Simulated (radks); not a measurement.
Species: Sr+. Configuration: [Kr] 5s1. Calculated with a radial shooting solver on a logarithmic mesh with Libxc functionals: scalar-relativistic Kohn-Sham, PBE, spin-unpolarised, spherical densities, point nucleus.

Radial electron density D(r) = 4 pi r^2 rho(r):

```
   r/bohr * D(r) (the largest magnitude, 56, reaches the edge; | marks zero)
  0.00236 |  *
 0.003147 |   *
 0.004198 |      *
 0.005644 |          *
 0.007527 |                *
  0.01004 |                       *
   0.0135 |                                *
    0.018 |                                        *
  0.02401 |                                             *
  0.03228 |                                             *
  0.04306 |                                         *
  0.05789 |                                      *
  0.07721 |                                           *
    0.103 |                                                     *
   0.1385 |                                                      *
   0.1847 |                                         *
   0.2463 |                                *
   0.3311 |                                     *
   0.4417 |                                      *
   0.5891 |                         *
    0.792 |          *
    1.056 |       *
    1.409 |      *
    1.894 |   *
    2.526 |*
     3.37 *
     4.53 *
    6.042 *
    8.059 *
    10.84 *
```

D(r) has 3 maxima, at r = 0.0275, 0.122, 0.398 bohr, and minima at 0.0561, 0.252 bohr, inside which lie 2.05, 11.02 electrons.
